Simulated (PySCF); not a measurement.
**[ReH6]+ at several levels of theory**

Computed with PySCF 2.14.0 (density fitting, no spin-orbit coupling) at the geometry relaxed with BP86:

```xyz
7
[ReH6]+ (singlet)
Re   -0.3972    0.4004   -0.4085
H    -0.0769    0.0782    1.1349
H     0.4967   -0.4941   -1.4299
H     1.1423    0.0722   -0.0751
H     0.4918    1.4288    0.4822
H    -1.4279   -0.4872    0.4807
H    -0.0727   -1.1404   -0.0771
```

```tsv
level	basis	state	HOMO (eV)	gap (eV)	charge on Re1 (e)	dipole about the centre of mass (D)	largest force component (eV/Å)
BP86	Re def2-SVP with ECP60, H def2-SVP	singlet	-14.29	4.74	0.61	1.22	0.06
BP86	Re def2-TZVP with ECP60, H def2-TZVP	singlet	-14.27	4.60	-0.13	1.19	0.22
BP86	Re x2c-SVPall, H x2c-SVPall	singlet	-14.38	4.64	-0.09	1.07	0.88
```

Charges are Mulliken's, which hang on the basis. The relaxation used the grid (50, 194), these runs (75, 302) or, all-electron (x2c bases, spin-free X2C Hamiltonian), (99, 590).

Q: Order these levels, in the first row's basis, by the HOMO–LUMO gap they give here, smallest first.
A. B3LYP
B. revPBE
C. HF
D. TPSSh

A: B (4.78 eV), D (5.88 eV), A (6.40 eV), C (13.16 eV).

Q: And their other results?

A: 
```csv
level,state,HOMO (eV),gap (eV),charge on Re1 (e),dipole about the centre of mass (D),largest force component (eV/Å)
B3LYP,singlet,-15.26,6.40,0.68,1.38,0.34
revPBE,singlet,-14.15,4.78,0.61,1.28,0.07
HF,singlet,-18.63,13.16,0.94,1.89,1.01
TPSSh,singlet,-14.85,5.88,0.74,1.53,0.26
```

In the first row's basis the gap widens with exact exchange: 4.7 to 4.8 eV for BP86, revPBE (none); 5.9 to 6.4 eV for TPSSh, B3LYP (a fixed share); 13.2 eV for Hartree–Fock (rising or full at long range).
